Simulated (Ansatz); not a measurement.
Program: Ansatz. Geometries: PBE0-D4/def2-TZVP. ΔE: electronic, gas phase. CCSD(T)/CBS is the MP2 limit (def2-TZVPP, def2-QZVPP) plus CCSD(T) − MP2 in def2-TZVPP, frozen cores. Elements past krypton have def2 core potentials. For I outer-core shells are correlated without core-valence functions, which leaves a few kJ/mol of doubt a bond. Each species was taken in one conformer, which may not be the lowest.

Reaction (substitution at a C–C bond): `FCC(F)I` + `CNBO` → `CNBOCF` + `FCI`

```
  species  MP2/def2-TZVPP energy (Eh)
`FCC(F)I`                  -574.45212
   `CNBO`                  -196.26086
 `CNBOCF`                  -334.60403
    `FCI`                  -436.09458
```

Q: Work out ΔE.

A: ΔE = (-334.60403) + (-436.09458) − (-574.45212) − (-196.26086) = 0.01437 Eh = +0.39 eV. CCSD(T)/CBS gives +0.37 eV.

Largest T1 diagnostic among the species: 0.012.

In def2-TZVPP, CCSD(T) changes the Hartree–Fock value by +0.10 eV (the triples alone add +0.00 eV) and MP2 by +0.16 eV.
